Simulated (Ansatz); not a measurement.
Al₁₅As₁₅H₃₄⁺, a nanocrystal cut from wurtzite AlAs (hydrogen-capped). Charge 1, multiplicity 2. Geometry PBE-D4/def2-SVP, that of the neutral singlet; atoms count from 1.

```xyz
64

Al    1.923    3.719   -3.153
As   -0.583    3.433   -3.031
As    2.636    1.410   -2.727
Al    0.733   -0.232   -2.835
Al    4.417   -2.320   -2.853
As    1.890   -2.416   -2.948
Al   -1.422    2.053   -1.113
As   -3.927    2.088   -1.240
As   -0.313   -0.015   -0.596
Al   -2.247   -1.431   -1.238
Al    0.892   -4.046   -1.372
As   -1.558   -3.802   -1.101
Al   -5.129    0.882    0.625
As   -3.802   -1.180    0.723
Al   -2.502   -5.104    0.854
As    2.275    4.809   -0.914
Al    4.046    1.205   -0.678
As    4.739   -1.164   -0.621
Al    1.476    3.743    1.235
As   -0.966    3.509    0.831
As    2.411    1.458    1.204
Al    1.274   -0.751    1.815
Al    3.823   -2.247    1.414
As    1.579   -2.950    0.733
Al   -1.726    2.455    2.951
As   -4.211    2.200    2.562
As   -0.836    0.151    2.944
Al   -2.709   -1.513    2.942
Al    0.839   -3.448    3.013
As   -1.615   -3.720    2.784
H     2.410    4.597   -4.393
H    -1.085    2.865   -4.350
H    -1.317    4.772   -3.063
H     3.586    1.127   -3.887
H    -0.209    0.144   -4.086
H     4.904   -1.281   -3.983
H     4.998   -3.811   -2.754
H     1.586   -2.906   -4.364
H    -4.396    1.533   -2.576
H    -4.414    3.526   -1.403
H    -3.022   -0.987   -2.578
H     1.421   -5.546   -1.511
H    -2.217   -4.436   -2.326
H    -6.718    0.924    0.498
H    -4.864   -2.273    0.641
H    -4.100   -4.903    0.841
H    -1.822   -6.555    0.900
H     1.824    6.267   -0.960
H     3.774    5.058   -0.805
H     5.170    2.349   -0.609
H     6.248   -1.056   -0.408
H     1.830    4.681    2.478
H    -1.576    4.908    0.744
H     3.444    1.652    2.323
H     4.845   -3.121    2.275
H     3.099   -1.009    2.361
H    -1.462    3.357    4.242
H    -4.883    3.569    2.635
H    -4.839    1.593    3.810
H    -0.508    0.062    4.441
H    -3.721   -1.227    4.155
H     1.573   -4.438    4.028
H     1.128   -1.803    3.417
H    -2.092   -4.412    4.060
```

Single mean-field runs in def2-SVP are fitted with def2-universal-jkfit.

(1) Estimate the Mulliken populations of the heavy atoms from the PBE0/def2-SVP orbitals of Ansatz.

(2) Where does the spin sit?

(3) And the Mayer bond orders between heavy atoms (over 0.3, the first 40 of 43)?

## Answers

(1) 
```csv
atom,charge (e),spin (α − β)
Al1,0.54,0.00
As2,-0.22,0.01
As3,-0.53,0.00
Al4,0.46,-0.02
Al5,0.41,0.00
As6,-0.48,0.02
Al7,0.55,0.04
As8,-0.22,0.01
As9,-0.58,0.35
Al10,0.46,-0.02
Al11,0.56,-0.02
As12,-0.48,0.02
Al13,0.54,0.00
As14,-0.53,0.00
Al15,0.41,0.00
As16,-0.26,0.00
Al17,0.52,0.00
As18,-0.49,0.00
Al19,0.53,0.00
As20,-0.51,0.00
As21,-0.48,0.00
Al22,0.35,-0.03
Al23,0.53,-0.01
As24,-0.62,0.38
Al25,0.53,0.00
As26,-0.26,0.00
As27,-0.48,0.00
Al28,0.52,0.00
Al29,0.53,-0.01
As30,-0.49,0.00
```
Mulliken values depend strongly on the basis.

(2) Summed by element: Al -0.06, As 0.79, H 0.27, of 1 unpaired in all. Largest on single atoms: As24 0.38, As9 0.35, H55 0.06.

(3) Al1–As2 0.62 (2.53 Å); Al1–As3 0.79 (2.45 Å); Al1–As16 0.69 (2.52 Å); As2–Al7 0.74 (2.51 Å); As3–Al4 0.67 (2.52 Å); As3–Al17 0.68 (2.50 Å); Al4–As6 0.79 (2.47 Å); Al4–As9 0.71 (2.48 Å); Al5–As6 0.59 (2.53 Å); Al5–As18 0.58 (2.53 Å); As6–Al11 0.75 (2.48 Å); Al7–As8 0.74 (2.51 Å); Al7–As9 0.92 (2.40 Å); Al7–As20 0.76 (2.47 Å); As8–Al13 0.62 (2.53 Å); As9–Al10 0.71 (2.48 Å); As9–Al22 0.33 (2.98 Å); Al10–As12 0.79 (2.47 Å); Al10–As14 0.67 (2.52 Å); Al11–As12 0.75 (2.48 Å); Al11–As24 0.57 (2.47 Å); As12–Al15 0.59 (2.53 Å); Al13–As14 0.79 (2.45 Å); Al13–As26 0.69 (2.52 Å); As14–Al28 0.68 (2.50 Å); Al15–As30 0.58 (2.53 Å); As16–Al19 0.65 (2.53 Å); Al17–As18 0.77 (2.47 Å); Al17–As21 0.68 (2.50 Å); As18–Al23 0.79 (2.48 Å); Al19–As20 0.69 (2.49 Å); Al19–As21 0.76 (2.47 Å); As20–Al25 0.69 (2.49 Å); As21–Al22 0.71 (2.56 Å); Al22–As24 0.68 (2.47 Å); Al22–As27 0.71 (2.56 Å); Al23–As24 0.62 (2.45 Å); As24–Al29 0.62 (2.45 Å); Al25–As26 0.65 (2.53 Å); Al25–As27 0.76 (2.47 Å).
